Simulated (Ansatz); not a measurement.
B₁₂⁺, relaxed as a doublet with UKS r2SCAN-D4/def2-SVP in Ansatz, starting from the GFN2-xTB geometry. Force threshold 0.03 eV/Å.

The structure comes from a short search, and lower isomers may exist.

Start:

```xyz
12

B    -0.519    1.457   -0.853
B    -0.179   -1.242    1.241
B     0.724    0.662   -1.466
B    -0.405    1.490    0.852
B    -0.256   -1.699   -0.402
B    -1.500   -0.905    0.213
B     0.954    1.484    0.012
B    -1.630    0.673   -0.013
B     0.856   -0.915   -1.240
B    -0.972    0.127    1.466
B     1.181   -1.247    0.402
B     1.747    0.115   -0.213
```

Task: Estimate the energy that the relaxation releases and the steps that it takes.

Result: 10.3 kcal/mol, in 5 steps; 45 s on 4 threads of Intel Xeon on a shared host. No frequencies were taken in this run, so the end may be a saddle point.

Task: Does the start keep its bonding and symmetry?

Result: By distances, no bond broke or formed. The bond that changes most is B3–B9, from 1.60 to 1.67 Å (atoms count from 1). Point group D6d at the start, C2 at the end, both within 0.05 Å.

Task: Predict the relaxed structure.

Result: 
```tsv
atom	x (Å)	y (Å)	z (Å)
B1	-0.506	1.553	-0.858
B2	-0.203	-1.330	1.253
B3	0.741	0.715	-1.464
B4	-0.414	1.548	0.824
B5	-0.251	-1.790	-0.367
B6	-1.496	-0.952	0.243
B7	0.960	1.568	-0.028
B8	-1.610	0.698	0.000
B9	0.862	-0.933	-1.212
B10	-0.982	0.108	1.444
B11	1.170	-1.311	0.399
B12	1.729	0.127	-0.235
```
Bond lengths: 24 × B–B 1.62 to 1.68 Å.
